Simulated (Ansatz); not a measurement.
**Reading a saddle point**

A first-order saddle point of Si2H8SO, closed shell, PBE0-D4/def2-TZVP, with one imaginary mode of 188i cm⁻¹:

Si1  (-0.309, -0.708, 0.401)
O2  (1.512, -0.865, 0.811)
H3  (-0.929, -1.933, -0.164)
H4  (-0.547, -0.911, 1.884)
Si5  (-1.263, 1.363, -0.081)
H6  (1.849, -0.982, -0.160)
S7  (0.914, -0.588, -1.807)
H8  (1.771, -1.536, 1.456)
H9  (-1.982, 1.294, -1.379)
H10  (-2.200, 1.822, 0.984)
H11  (-0.162, 2.360, -0.188)
H12  (1.346, 0.684, -1.758)
(Å)

Computed with Ansatz 0.2.0 (basis: def2-TZVPP and def2-QZVPP); correlated methods freeze the cores. Extrapolation: Hartree–Fock as exp(−7.88 √X), correlation as X^−2.97.

Q: Which contacts change along the imaginary mode, and what lies on either side? (Judge from chemistry; the calculation decides.)

A: The calculation gives: The step is Si₂H₆O ([OH][SiH2][SiH3]) + H₂S → Si₂H₆S ([SiH3][SiH2][SH]) + H₂O, with the molecules in contact on both sides. Shortening one way: Si1–S7, O2–H6; lengthening the same way: Si1–O2, H6–S7.
```csv
pair,one side (Å),saddle (Å),other side (Å)
Si1–S7,3.74,2.53,2.15
O2–H6,2.27,1.03,0.96
Si1–O2,1.67,1.87,3.90
H6–S7,1.35,1.93,2.52
```

Q: Which side is lower, and how far does the saddle lie above each? (To be estimated.)

A: Computed: The side with Si1–O2, H6–S7 short is lower by 4.34 kcal/mol; the saddle lies 30.39 kcal/mol above it and 26.05 kcal/mol above the other (CCSD(T) at an estimated basis limit (MP2 extrapolated from triple and quadruple zeta, plus CCSD(T) − MP2 in triple zeta); electronic energies).

T1 diagnostic: at most 0.013.

Labels in which every atom is bracketed show which atoms are joined, not bond orders.

For scale, one of the runs: CCSD(T)/def2-TZVPP, 269 basis functions, launched by `ansatz run in.yaml --threads 4 --pin off --events-out ev --progress --plain --max-ram 9574MiB`. The run took 2.8 min on 4 CPU threads of an Arm Neoverse V1 (shared host), with 6.3 GiB of host memory at its peak.
